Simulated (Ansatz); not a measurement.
System: sum formula H$_{2}$SiO$_{2}$, charge -1, multiplicity 2. 
Coordinates optimised at B3LYP-D3(BJ)/def2-TZVP (Ansatz, a program for electronic structure):
```
Si
O 1 1.7674
H 2 0.9646 1 108.93
O 1 1.7674 2 98.14 3 51.68
H 4 0.9646 1 108.93 2 51.68
```
Charge -1, spin multiplicity 2.

Basis-set convergence of Hartree-Fock and MP2 correlation energies (hartree) with Ansatz. Cores are frozen in the correlated levels unless marked. Open shells are spin-unrestricted. Spin-orbit coupling is left out. No relativistic terms. This anion needs diffuse functions, which these sets lack.

```
basis        functions       E(HF)  E(corr, MP2)
-----------  ---------  ----------  ------------
cc-pV(D+d)Z         61  -439.84415      -0.45914
cc-pV(T+d)Z        127           …             …
```

Q: Fill in the missing entries.

A: 
- cc-pV(T+d)Z, E(HF): -439.92458
- cc-pV(T+d)Z, E(corr, MP2): -0.59546
